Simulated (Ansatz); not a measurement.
Species: sum formula MnOH, net charge 0, septet state. The spin state was set by rule; other spins were not relaxed. 
Coordinates optimised at B3LYP-D3(BJ)/def2-TZVP (Ansatz, an electronic-structure program):
SMILES: [OH][Mn]
```xyz
3

Mn    -0.2885    -0.3341    -0.2592
O      0.7192     0.9128     0.6544
H      1.4593     1.0510     1.2455
```
Charge 0, spin multiplicity 7.

Total electronic energies in hartree. Cores are frozen in the correlated levels unless marked. Open shells are spin-unrestricted. Spin-orbit coupling is left out. Frozen are the shells of the preceding noble gas and the d and f shells that filled before the atom's block. No relativistic terms. CBS marks a two-point X^-3 extrapolation of the correlation energy; Hartree-Fock from the larger set. The bracket is a focal-point correction in the basis named.

| level | program | energy (Eh) |
|---|---|---|
| HF/STO-3G | Ansatz | -1212.06224 |
| HF/6-31G* | Ansatz | -1225.18096 |
| RI-HF/def2-QZVPP | Ansatz | -1225.38448 |
| revPBE-D3(BJ)/def2-TZVPD | Ansatz + dftd3 | -1226.74598 |
| revPBE-D4/def2-TZVPD | Ansatz + dftd4 | -1226.74779 |
| revPBE/def2-TZVPD | Ansatz | -1226.74348 |
| r2SCAN/def2-TZVPD | Ansatz | -1226.82141 |
| r2SCAN-D3(BJ)/def2-TZVPD | Ansatz + dftd3 | -1226.82166 |
| PBE0/STO-3G | Ansatz | -1213.10153 |
| PBE0-D3(BJ)/def2-TZVPD | Ansatz + dftd3 | -1226.58004 |
| r2SCANh/def2-TZVPD | Ansatz | -1226.80725 |
| B2PLYP-D3(BJ)/def2-TZVPD | Ansatz + dftd3 | -1226.54812 |
| MP2/STO-3G | Ansatz | -1212.11563 |
| MP2/def2-TZVPP | Ansatz | -1225.72260 |
| MP2/def2-QZVPP | Ansatz | -1225.77946 |
| MP2/CBS(def2-TZVPP,def2-QZVPP) | Ansatz | -1225.8010 |
| RI-MP2/CBS(def2-TZVPP,def2-QZVPP) | Ansatz | -1225.8009 |
| RI-MP2/CBS(def2-TZVPPD,def2-QZVPPD) | Ansatz | -1225.7995 |
| CCSD(T)/6-31G | Ansatz | -1225.35235 |
| CCSD(T)/6-31G* | Ansatz | -1225.45263 |
| CCSD(T)/def2-TZVPPD | Ansatz | -1225.74814 |
| RI-MP2/CBS(def2-TZVPPD,def2-QZVPPD)+[CCSD(T)-MP2]/def2-QZVPPD | Ansatz | -1225.8189 |
| CCSD(T)/CBS(def2-TZVPPD,def2-QZVPPD) | Ansatz | -1225.8185 |

Totals of different functionals don't rank their quality; only differences between species are comparable.
